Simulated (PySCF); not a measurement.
# Bond curve of ScH

Set-up: Sc def2-TZVPP, H def2-TZVPP; no relativity (PySCF 2.14). Energies in eV from Sc (3d1 4s2) + H in their ground configurations at the same level. State: ³Δ (triplet), unpaired electrons σ ↑, δ ↑.

```csv
R (Å),UHF-CCSD(T),PBE,PBEsol,ωB97M-V
1.590,,-2.235,-2.353,-1.892
1.664,-1.834,-2.416,-2.529,-2.092
1.738,-1.975,-2.520,-2.629,-2.211
1.794,-2.036,-2.557,-2.664,-2.257
1.849,-2.064,-2.567,-2.671,-2.272
1.905,-2.066,-2.553,-2.655,-2.263
1.978,-2.035,-2.505,-2.604,-2.219
2.071,-1.955,-2.410,-2.506,-2.124
2.182,-1.817,-2.260,-2.352,-1.969
2.330,,-2.022,-2.111,-1.719
```

**Question.** Put a parabola through the three lowest points of the UHF-CCSD(T) curve and estimate Re, k and ωe (reduced mass 0.9857 u; 1 eV/Å² = 0.16022 mdyn/Å; ωe = 1302.8·√(k/μ) cm⁻¹).

**Answer.** Through R = 1.849, 1.905, 1.978 Å the second-order coefficient is 3.57 eV/Å², so Re ≈ 1.882 Å, k ≈ 1.14 mdyn/Å and ωe ≈ 1403 cm⁻¹. A polynomial fit of higher order to the unrounded UHF-CCSD(T) energies gives Re = 1.881 Å, k = 1.24 mdyn/Å, ωe = 1459 cm⁻¹; anharmonicity and rounding make the difference.

The higher-order fit for each curve: UHF-CCSD(T): Re = 1.881 Å, ωe = 1459 cm⁻¹, De = 2.07 eV; PBE: Re = 1.842 Å, ωe = 1460 cm⁻¹, De = 2.57 eV; PBEsol: Re = 1.836 Å, ωe = 1468 cm⁻¹, De = 2.67 eV; ωB97M-V: Re = 1.855 Å, ωe = 1487 cm⁻¹, De = 2.27 eV.

Correlated steps freeze 5 core orbitals. The metal atom is held in its measured ground configuration; semilocal functionals can put another filling of s and d lower by some tenths of an eV, and De to that atom would be smaller. With d or f electrons several states lie close, and the lowest PBE0 determinant need not be the measured ground state.
